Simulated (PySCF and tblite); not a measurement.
Values are calculated unless marked as measured or tabulated.
# Rotation: stationary points, barriers and rates

System: C₃H₈B₂FN, numbered as in [CH2:1]=[C:2]([CH3:3])[BH:4][NH:5][BH:6][F:7].

Motion: rotation about the B4–C2 bond (torsion N5–B4–C2–C1 from -47° to 47°, rising). The path came from a restrained scan, a climbing-image band and a saddle search at GFN2-xTB; energies are PBE0/pcSseg-1 + D3(BJ)//GFN2-xTB, thermal terms GFN2-xTB. Rate constants are transition-state-theory values, counting equivalent paths, without tunnelling. Run with tblite and PySCF.

```
 point  symmetry  E(GFN2) kcal/mol  E(DFT) kcal/mol  ZPE change kcal/mol  lowest mode cm⁻¹  dipole D
 start        C1               0.0              0.0                 0.00                51      1.03
saddle        Cs               2.3              2.3                 0.02               95i      0.97
   end        C1               0.0              0.0                 0.00                52      1.03
```

| Property | Result |
| --- | --- |
| Electronic barrier | 2.3 kcal/mol |
| Barrier with zero-point energy | 2.4 kcal/mol |
| ΔH‡ (298 K) | 1.9 kcal/mol |
| ΔS‡ (298 K, symmetry apart) | -3.4 cal/(mol K) |
| Paths | 1 equivalent path |
| End point | the same structure with atoms interchanged, or its mirror image |
| Mean lifetime of the start against this motion at 298 K | 21 ps |
| Cost | 45 s on 1 thread of Intel Xeon Platinum 8488C, on a host shared with other jobs (rough), peak memory 0.75 GiB, launched as `OMP_NUM_THREADS=1 python ens_run.py task.json out` |

```json
{"T/K": "150", "ΔG‡ kcal/mol": "2.5", "k s⁻¹": "6.3×10⁸"}
{"T/K": "200", "ΔG‡ kcal/mol": "2.6", "k s⁻¹": "5.4×10⁹"}
{"T/K": "250", "ΔG‡ kcal/mol": "2.8", "k s⁻¹": "2×10¹⁰"}
{"T/K": "298", "ΔG‡ kcal/mol": "2.9", "k s⁻¹": "4.8×10¹⁰"}
{"T/K": "350", "ΔG‡ kcal/mol": "3.0", "k s⁻¹": "9.3×10¹⁰"}
{"T/K": "400", "ΔG‡ kcal/mol": "3.2", "k s⁻¹": "1.5×10¹¹"}
{"T/K": "500", "ΔG‡ kcal/mol": "3.5", "k s⁻¹": "3.1×10¹¹"}
```

ΔG and ΔG‡ leave out symmetry numbers and mirror images; rates count paths: 1 out.
